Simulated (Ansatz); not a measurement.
Compare A (`FCC#CC(F)F`) with its isomer B (`C=C(F)C=C(F)F`).

Computed with Ansatz on PBE0-D4/def2-TZVP structures; ΔE is electronic, products minus reactants. CCSD(T)/CBS is the MP2 limit (def2-TZVPP, def2-QZVPP) plus CCSD(T) − MP2 in def2-TZVPP, frozen cores. DFT in def2-TZVPP. Each species was taken in one conformer, which may not be the lowest.

A:

```xyz
10

F    -0.792   -2.399   -1.359
C    -1.241   -1.619   -0.317
C    -0.368   -0.481   -0.095
C     0.336    0.468    0.111
C     1.229    1.600    0.311
F     0.559    2.771    0.176
F     1.761    1.579    1.557
H    -1.285   -2.239    0.583
H    -2.252   -1.274   -0.557
H     2.053    1.595   -0.411
```

B:

```xyz
10

C    -0.0687   -1.8929    0.0971
C     0.0097   -0.6127    0.4398
F     0.1243   -0.2822    1.7333
C    -0.0169    0.5050   -0.4747
C     0.0599    1.7908   -0.1575
F     0.1741    2.3005    1.0373
F     0.0282    2.7484   -1.0545
H    -0.0408   -2.6675    0.8502
H    -0.1613   -2.1705   -0.9428
H    -0.1085    0.2811   -1.5281
```

**Question.** Which isomer does CCSD(T)/CBS put lower? Give the gap. (Best estimate.)

**Answer.** Ansatz gave: B, by 17.6 kcal/mol.

**Question.** Give E(B) − E(A) in kcal/mol with BLYP-D4, CCSD(T)/def2-TZVPP, PBE0-D4, ωB97M-V, CCSD/def2-TZVPP, r2SCAN-D4, CCSD(T)/def2-SVP. (An estimate is asked.)

**Answer.** Computed: BLYP-D4 -21.9, CCSD(T)/def2-TZVPP -17.8, PBE0-D4 -22.9, ωB97M-V -20.1, CCSD/def2-TZVPP -16.9, r2SCAN-D4 -24.5, CCSD(T)/def2-SVP -19.7. None reverses the order clearly.

**Question.** Does the order hold for the free energy at 298.15 K (harmonic terms from PBE0-D4)? (Estimate.)

**Answer.** The calculation gave: Yes: G(B) − G(A) = -16.7 kcal/mol, for one conformer each. Modes under 60 cm⁻¹, often nearly free rotors, make the harmonic entropy too high.

Largest T1 diagnostic: 0.013.

Leaving LDA and LC-ωPBE aside and taking each functional with its dispersion term where it has one, the values, not all of them listed here, spread over 6.5 kcal/mol, from r2SCAN-D4 to B2PLYP. LDA lies −4.8 kcal/mol from PBE without D4. At CCSD(T), def2-SVP lies −2.0 kcal/mol from the extrapolated value and def2-TZVPP −0.2 kcal/mol.
